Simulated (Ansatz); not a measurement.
Consider the ligand exchange at the Hf–C bond: `C#[C][Hf]([F])([Cl])[Cl]` + HCl → `[F][Hf]([Cl])([Cl])[Cl]` + `C#C`.

Isolated molecules relaxed with PBE0-D4/def2-TZVP in Ansatz; ΔE leaves out vibrations. CCSD(T)/CBS adds triple-zeta CCSD(T) − MP2 to the extrapolated MP2 energy (def2 sets, frozen cores). This one scheme is used for every species. DFT in def2-TZVPP. B3LYP here is the variant with VWN-RPA as its local correlation; programs differ in this. HSE06 is defined as in plane-wave codes. Elements past krypton have def2 core potentials. For Hf outer-core shells are correlated without core-valence functions, which leaves a few kJ/mol of doubt a bond.

Problem. Is it downhill or uphill in electronic energy at CCSD(T)/CBS, and by how much? (Best estimate.)

Solution. Ansatz gave: Downhill: ΔE = -127.1 kJ/mol.

Problem. What do these levels give: LDA (SPW92), B97M-V, B3LYP-D4, HSE06-D4, CAM-B3LYP-D4, ωB97M-V, B2PLYP, BHLYP, SCS-MP2/def2-TZVPP, MP2/def2-QZVPP, HF/CBS(def2), CCSD/CBS(def2)? (Estimate.)

Solution. Computed: LDA (SPW92) -128.9, B97M-V -127.5, B3LYP-D4 -127.7, HSE06-D4 -127.8, CAM-B3LYP-D4 -131.0, ωB97M-V -129.7, B2PLYP -127.3, BHLYP -132.8, SCS-MP2/def2-TZVPP -121.2, MP2/def2-QZVPP -126.9, HF/CBS(def2) -135.3, CCSD/CBS(def2) -128.9 kJ/mol.

Largest T1 diagnostic among the species: 0.015.

In def2-TZVPP, CCSD(T) changes the Hartree–Fock value by +14.1 kJ/mol (the triples alone add +1.8 kJ/mol) and MP2 by +11.7 kJ/mol. From PBE to PBE0 (25 % exact exchange), in def2-TZVPP and without D4, ΔE moves by −3.8 kJ/mol. Leaving LDA and LC-ωPBE aside and taking each functional with its dispersion term where it has one, the values, not all of them listed here, spread over 10.5 kJ/mol, from BHLYP-D4 to revPBE-D4. LDA lies −4.0 kJ/mol from PBE without D4.
